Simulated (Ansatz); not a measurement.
Reaction (redistribution): `N=C([SiH3])BO` + `N[SiH3]` → `[SiH3][SiH3]` + `N=C(N)BO`

Computed with Ansatz on PBE0-D4/def2-TZVP structures; ΔE is electronic, products minus reactants. CCSD(T)/CBS is the MP2 limit (def2-TZVPP, def2-QZVPP) plus CCSD(T) − MP2 in def2-TZVPP, frozen cores. This one scheme is used for every species. DFT in def2-TZVPP. B3LYP here is the variant with VWN-RPA as its local correlation; programs differ in this. One conformer a species, not always the lowest.

(1) Is it downhill or uphill in electronic energy at CCSD(T)/CBS, and by how much? (Estimate.)

(2) What do these levels give: PBE-D4, r2SCAN-D4, PBE0-D4, B3LYP-D4, ωB97M-V, B2PLYP, SCS-MP2/def2-TZVPP, CCSD/def2-TZVPP, CCSD(T)/def2-TZVPP, HF/def2-QZVPP, MP2/def2-QZVPP, MP2/CBS(def2)? (Estimate.)

Largest T1 diagnostic among the species: 0.014.

Results:

(1) Computed: Uphill: ΔE = +32.1 kJ/mol.

(2) Ansatz gave: PBE-D4 -0.5, r2SCAN-D4 9.9, PBE0-D4 5.5, B3LYP-D4 20.2, ωB97M-V 29.5, B2PLYP 25.8, SCS-MP2/def2-TZVPP 38.9, CCSD/def2-TZVPP 31.9, CCSD(T)/def2-TZVPP 30.3, HF/def2-QZVPP 38.3, MP2/def2-QZVPP 36.6, MP2/CBS(def2) 36.9 kJ/mol.

From PBE to PBE0 (25 % exact exchange), in def2-TZVPP and without D4, ΔE moves by +6.0 kJ/mol.
